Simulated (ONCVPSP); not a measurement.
**K, ONCV: configuration errors across variants**

potassium (K), optimised norm-conserving Vanderbilt (ONCV), made with ONCVPSP 4.0.1 (LDA (Perdew-Zunger), scalar-relativistic). Core [Ne], reference 3s2 3p6 (charge +1). Waves: 3s: rc 1.75 bohr, ncon 4, nbas 9, qcut 9.1 1/bohr, 1 projector; 3p: rc 1.35 bohr, ncon 3, nbas 6, qcut 6.5 1/bohr, 2 projectors, debl 3.1 Ha; d scattering state at 0.16 Ha: rc 1.35 bohr, ncon 4, nbas 8, qcut 7.5 1/bohr, local. Local part: the d channel. Core correction: polynomial model core, fcfact 0.45.

In the d channel the program set the typed energies aside and used 0.050 Ha.

All-electron excitation energies from the reference (eV): (1) 3s2 3p6 4s1 -4.407; (2) 3s2 3p6 4s0.5 -2.697; (3) 3s2 3p6 4p1 -2.776; (4) 3s1 3p6 4s1 37.422.

3 further variants failed, have other tests or too few solved ones, and are left out.

A true bound ghost makes a file unfit for plane-wave use even where its test errors are small: the radial tests pick states by their node count and pass the ghost by.

Errors AE − PS in meV (a dash: test not solved or not reliable):

| change | (1) | (2) | (3) | (4) | bound ghosts | GHOST(+) flags above zero |
| --- | --- | --- | --- | --- | --- | --- |
| base | +16 | +11 | -0.5 | +63 | p | none |
| p: rc 1.5 | +16 | +11 | -0.2 | +65 | none | p |
| p: rc 1.62 | +16 | +11 | -0.1 | +66 | none | p |
| p: rc 1.74 | +16 | +11 | -0.1 | +67 | none | p |

(1) Give the same row for: p: rc 1.9.

Answers

(1) +16, +11, -0.1, +67; bound ghosts: none; GHOST(+) flags above zero: none.
